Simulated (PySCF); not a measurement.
## `C[C@H]1[C@H](F)[C@H]1[Si@H](C)Cl`, C5H10ClFSi

Geometry:
```json
{"atom": "C1", "x (Å)": "-1.222", "y (Å)": "-0.691", "z (Å)": "1.371"}
{"atom": "C2", "x (Å)": "-1.101", "y (Å)": "-1.007", "z (Å)": "-0.097"}
{"atom": "C3", "x (Å)": "-1.593", "y (Å)": "-0.044", "z (Å)": "-1.120"}
{"atom": "F4", "x (Å)": "-2.239", "y (Å)": "-0.534", "z (Å)": "-2.219"}
{"atom": "C5", "x (Å)": "-0.118", "y (Å)": "-0.292", "z (Å)": "-1.003"}
{"atom": "Si6", "x (Å)": "1.084", "y (Å)": "1.068", "z (Å)": "-0.474"}
{"atom": "C7", "x (Å)": "2.340", "y (Å)": "0.407", "z (Å)": "0.787"}
{"atom": "Cl8", "x (Å)": "0.071", "y (Å)": "2.623", "z (Å)": "0.350"}
{"atom": "H9", "x (Å)": "-2.198", "y (Å)": "-1.004", "z (Å)": "1.739"}
{"atom": "H10", "x (Å)": "-1.110", "y (Å)": "0.374", "z (Å)": "1.551"}
{"atom": "H11", "x (Å)": "-0.459", "y (Å)": "-1.224", "z (Å)": "1.935"}
{"atom": "H12", "x (Å)": "-1.265", "y (Å)": "-2.054", "z (Å)": "-0.330"}
{"atom": "H13", "x (Å)": "-2.021", "y (Å)": "0.907", "z (Å)": "-0.831"}
{"atom": "H14", "x (Å)": "0.271", "y (Å)": "-0.921", "z (Å)": "-1.796"}
{"atom": "H15", "x (Å)": "1.741", "y (Å)": "1.585", "z (Å)": "-1.677"}
{"atom": "H16", "x (Å)": "2.858", "y (Å)": "-0.466", "z (Å)": "0.403"}
{"atom": "H17", "x (Å)": "3.088", "y (Å)": "1.159", "z (Å)": "1.019"}
{"atom": "H18", "x (Å)": "1.864", "y (Å)": "0.122", "z (Å)": "1.722"}
```

Method used: TDDFT CAM-B3LYP/def2-SVPD circular dichroism and optical rotation, one conformer, gas phase (PySCF 2.14.0). Geometry: GFN2-xTB.

The molecule is flexible and this is one conformer; a measurement averages over conformers.

Problem. Draw the ECD and absorption spectra from the lowest 16 states, each a Gaussian of half-width 0.35 eV at 1/e height.

Solution. 
| E (eV) | λ (nm) | Δε (L mol⁻¹ cm⁻¹) | ε (L mol⁻¹ cm⁻¹) |
| --- | --- | --- | --- |
| 7.07 | 175 | +0.10 | 44.9 |
| 7.22 | 172 | -0.45 | 148 |
| 7.37 | 168 | -3.39 | 380 |
| 7.52 | 165 | -10.13 | 821 |
| 7.67 | 162 | -16.81 | 1560 |
| 7.82 | 159 | -14.64 | 2620 |
| 7.97 | 156 | -2.08 | 3960 |
| 8.12 | 153 | +10.97 | 5520 |
| 8.27 | 150 | +18.26 | 7190 |
| 8.42 | 147 | +22.07 | 8500 |
| 8.57 | 145 | +22.86 | 8930 |
| 8.72 | 142 | +20.14 | 8480 |
| 8.87 | 140 | +16.02 | 7420 |

Δε uses R in velocity form, ε uses f in length form. Only the states computed contribute, so the short-wavelength end is incomplete.

The sign of the CD band at 142 nm isn't settled: the length form gives the opposite one.
